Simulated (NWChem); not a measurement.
# CH$_{4}$AlIO; SMILES [CH3][Al]([OH])[I]

```xyz
8

Al     0.0423     1.3683     0.0001
I     -0.0061    -1.1195     0.0000
C     -1.5687     2.4407     0.0000
H     -1.5872     3.0930    -0.8885
H     -1.5836     3.0988     0.8843
H     -2.4856     1.8337     0.0038
O      1.5535     2.1441     0.0000
H      2.4147     1.7230    -0.0002
```
Atoms are numbered in this order, from 1.

Results from NWChem. Geometry: optimised at PBE0/def2-SVP. No frequency run checked for a minimum. def2 effective core potentials on I; no spin-orbit coupling. B3LYP is NWChem's, with the RPA form of VWN correlation. Ions are spin-unrestricted doublets at the neutral geometry; other ion states weren't tried.

### Question
What does the run give for B3LYP/def2-SVP? Quantities: vertical ionisation energy, ΔSCF (eV); −ε(HOMO) (eV).

### Answer
```
Quantity                               Value
-------------------------------------  -----
vertical ionisation energy, ΔSCF (eV)   9.72
−ε(HOMO) (eV)                           7.25
```
